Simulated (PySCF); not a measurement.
A run for PySCF: R-B3LYP/LANL2DZ on GeH4Se (SMILES [GeH3][SeH]), a point of a bond scan (R = 4.150 Å).

```python
from pyscf import gto, scf, dft, mp
from pyscf.data.elements import chemcore

mol = gto.M(
    atom='''
    Ge   -1.09101478    0.39859550    0.13875590
    Se    1.11269607   -0.44681414   -0.15691432
    H    -1.68288181    3.75880695   -2.22284109
    H    -2.01228532   -0.74391991   -0.30936001
    H    -1.33949231    0.74448071    1.61542516
    H     1.74280898    0.79294562    0.32474253
    ''',
    basis='lanl2dz',
    ecp={'Ge': 'lanl2dz', 'Se': 'lanl2dz'},
    charge=0, spin=0, verbose=3, max_memory=1800)
mf = dft.RKS(mol, xc='b3lyp')
mf.conv_tol = 1e-8
mf.max_cycle = 100
mf.kernel()
if not mf.converged:
    mf = mf.newton().run(mf.mo_coeff, mf.mo_occ)
```

It printed:

```
converged SCF energy = -15.2069751255655
```

The calculation finished and met its thresholds.

Cost: roughly 4 core-seconds.
